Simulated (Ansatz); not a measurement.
Total energies of `CCCCCCCCCCCC[SeH]` from Ansatz at PBE-D4/def2-TZVP, gas phase (1 Eh = 27.2114 eV = 2625.5 kJ/mol). The reference geometry is relaxed at PBE-D4/def2-SVP.

```
atom    x (Å)    y (Å)    z (Å)
  C1  -3.1425  -1.7127   5.8198
  C2  -3.3863  -1.4972   4.3257
  C3  -2.1855  -0.8958   3.5887
  C4  -2.4229  -0.6734   2.0929
  C5  -1.2267  -0.0664   1.3546
  C6  -1.4823   0.1588  -0.1397
  C7  -0.3333   0.8301  -0.9044
  C8   0.9499  -0.0058  -0.9963
  C9   2.0830   0.6463  -1.8025
 C10   1.7998   0.7810  -3.3041
 C11   2.9129   1.4697  -4.1111
 C12   4.2168   0.6762  -4.1663
Se13   5.6606   1.5507  -5.1962
 H14  -2.2883  -2.4001   5.9947
 H15  -2.9034  -0.7568   6.3317
 H16  -4.0291  -2.1478   6.3239
 H17  -3.6598  -2.4644   3.8472
 H18  -4.2696  -0.8353   4.1819
 H19  -1.2998  -1.5574   3.7274
 H20  -1.9091   0.0725   4.0656
 H21  -2.6957  -1.6422   1.6155
 H22  -3.3116  -0.0157   1.9556
 H23  -0.9542   0.9042   1.8291
 H24  -0.3423  -0.7265   1.4961
 H25  -1.7214  -0.8172  -0.6209
 H26  -2.3995   0.7782  -0.2529
 H27  -0.0951   1.8087  -0.4276
 H28  -0.6893   1.0747  -1.9283
 H29   0.7075  -0.9983  -1.4415
 H30   1.3228  -0.2207   0.0280
 H31   3.0097   0.0511  -1.6527
 H32   2.3016   1.6543  -1.3811
 H33   0.8617   1.3567  -3.4548
 H34   1.6033  -0.2292  -3.7311
 H35   2.5543   1.6416  -5.1490
 H36   3.1176   2.4784  -3.6906
 H37   4.0600  -0.3399  -4.5819
 H38   4.6659   0.5498  -3.1602
 H39   4.9203   1.5200  -6.4851
```

```json
{"state": "charge 0 singlet", "geometry": "reference", "energy (Eh)": "-2873.65307"}
{"state": "charge 1 doublet", "geometry": "reference", "energy (Eh)": "-2873.35717"}
{"state": "charge -1 doublet", "geometry": "reference", "energy (Eh)": "-2873.61470"}
{"state": "charge -1 doublet", "geometry": "relaxed at PBE-D4/def2-SVP", "energy (Eh)": "-2873.63207"}
{"state": "free C atom (triplet)", "geometry": "–", "energy (Eh)": "-37.79597"}
{"state": "free Se atom (triplet)", "geometry": "–", "energy (Eh)": "-2401.12489"}
{"state": "free H atom (doublet)", "geometry": "–", "energy (Eh)": "-0.49962"}
```

Single mean-field runs in def2-TZVP are fitted with def2-universal-jkfit.

(1) Work out the vertical ionisation energy to the doublet.

(2) Work out the vertical electron affinity, to the doublet.

(3) Give the fundamental gap IE − EA, the Mulliken electronegativity (IE + EA)/2 and the hardness (IE − EA)/2.

(4) How much does the charge -1 doublet relax, and what is the adiabatic electron affinity?

(5) What is the binding energy per atom against free atoms?

(1) E(charge 1 doublet) − E(charge 0 singlet) = -2873.35717 − (-2873.65307) = 0.29590 Eh = 8.05 eV. For comparison, −ε of the highest occupied level is 5.27 eV at this level, 2.78 eV less.

(2) E(charge 0 singlet) − E(charge -1 doublet) = -2873.65307 − (-2873.61470) = -0.03837 Eh = -1.04 eV; negative, so the extra electron isn't bound. The basis lacks diffuse functions, which makes affinities too small.

(3) From the values in Eh: IE − EA = 0.29590 − (-0.03837) = 0.33427 Eh = 9.10 eV; (IE + EA)/2 = 3.50 eV; (IE − EA)/2 = 4.55 eV. The HOMO–LUMO gap of the same run is 4.44 eV, 4.66 eV smaller than the fundamental gap.

(4) Relaxation: -2873.61470 − (-2873.63207) = 0.01737 Eh = 0.47 eV. Adiabatic electron affinity: -0.02100 Eh = -0.57 eV, without zero-point energy. Bonds change on the way (1 lost, 0 formed), so the relaxed form is another species. 

(5) Atoms: 12 × (-37.79597) + 1 × (-2401.12489) + 26 × (-0.49962) = -2867.66665 Eh. Binding: -2867.66665 − (-2873.65307) = 5.98642 Eh = 162.90 eV, or 4.18 eV for each of 39 atoms (no zero-point energy, no counterpoise term).

At PBE-D4/def2-TZVP the gap within one spin of the charge 1 doublet nearly closes, so an electron or hole may be smeared out by delocalisation error. At PBE-D4/def2-TZVP the gap within one spin of the charge -1 doublet nearly closes, so an electron or hole may be smeared out by delocalisation error. At PBE-D4/def2-TZVP the highest occupied level of the charge -1 doublet lies above zero (up to 2.54 eV). By energy differences it is unbound by 1.04 eV (vertical, to the charge 0 singlet, at PBE-D4/def2-TZVP) and held by the finite basis. At PBE-D4/def2-TZVP the highest occupied level of the relaxed charge -1 doublet lies above zero (up to 1.16 eV). By energy differences, losing it releases 0.57 eV (each at its own geometry, to the charge 0 singlet, at PBE-D4/def2-TZVP).
